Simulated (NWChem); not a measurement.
System meant: FeF₃, sextet; SMILES [Fe]([F])([F])[F]

Here is an NWChem input.

```
start job
memory heap 200 mb stack 900 mb global 1100 mb
geometry units angstroms noautoz
  Fe    -0.036713     0.067126     0.171378
  F     -1.513227    -0.867444     0.221368
  F     -0.052307     1.693793    -0.468676
  F      1.456472    -0.625285     0.760329
end
basis spherical
  Fe library def2-svp
  F library def2-svp
end
dft
  odft
  mult 7
  xc b3lyp
  iterations 150
  mulliken
end
task dft energy
```

End of the output:

```
 ==============================================================================
                                 internuclear angles
 ------------------------------------------------------------------------------
        center 1       |       center 2       |       center 3       |  degrees
 ------------------------------------------------------------------------------
    2 F                |   1 Fe               |   3 F                |   120.00
    2 F                |   1 Fe               |   4 F                |   120.00
    3 F                |   1 Fe               |   4 F                |   120.00
 ------------------------------------------------------------------------------
                            number of included internuclear angles:          3
 ==============================================================================

 Summary of "ao basis" -> "" (spherical)
 ------------------------------------------------------------------------------
       Tag                 Description            Shells   Functions and Types
 ---------------- ------------------------------  ------  ---------------------
 Fe                         def2-svp                11       31   5s3p2d1f
 F                          def2-svp                 6       14   3s2p1d

                                 NWChem DFT Module
                                 -----------------

 Summary of "ao basis" -> "ao basis" (spherical)
 ------------------------------------------------------------------------------
       Tag                 Description            Shells   Functions and Types
 ---------------- ------------------------------  ------  ---------------------
 Fe                         def2-svp                11       31   5s3p2d1f
 F                          def2-svp                 6       14   3s2p1d

      Symmetry analysis of basis
      --------------------------

        a'         19
        e'+        16
        e'-        16
        a"          8
        e"+         7
        e"-         7

  Rotation of axis
  number of electrons :                   53
  multiplicity        :                    7
 ------------------------------------------------------------------------
  no. of electrons and multiplicity not compatible                  53
 ------------------------------------------------------------------------
 ------------------------------------------------------------------------
  current input line :
    20: task dft energy
 ------------------------------------------------------------------------
 ------------------------------------------------------------------------
 There is an error in the input file
 ------------------------------------------------------------------------
 For more information see the NWChem manual at https://nwchemgit.github.io

0: no. of electrons and multiplicity not compatible:Received an Error in Communication
```

Problem. Can this run be used? If not, why, and what is the fix?

Solution. The input was rejected before any calculation. Cause: the multiplicity doesn't fit the number of electrons (an even count wants an odd multiplicity, and the reverse). This input runs:
```
start job
memory heap 200 mb stack 900 mb global 1100 mb
geometry units angstroms noautoz
  Fe    -0.036713     0.067126     0.171378
  F     -1.513227    -0.867444     0.221368
  F     -0.052307     1.693793    -0.468676
  F      1.456472    -0.625285     0.760329
end
basis spherical
  * library def2-svp
end
dft
  odft
  mult 6
  xc b3lyp
  iterations 150
  mulliken
end
task dft energy
```
It converges to -1562.94152 Ha (B3LYP/def2-SVP, spin-unrestricted).
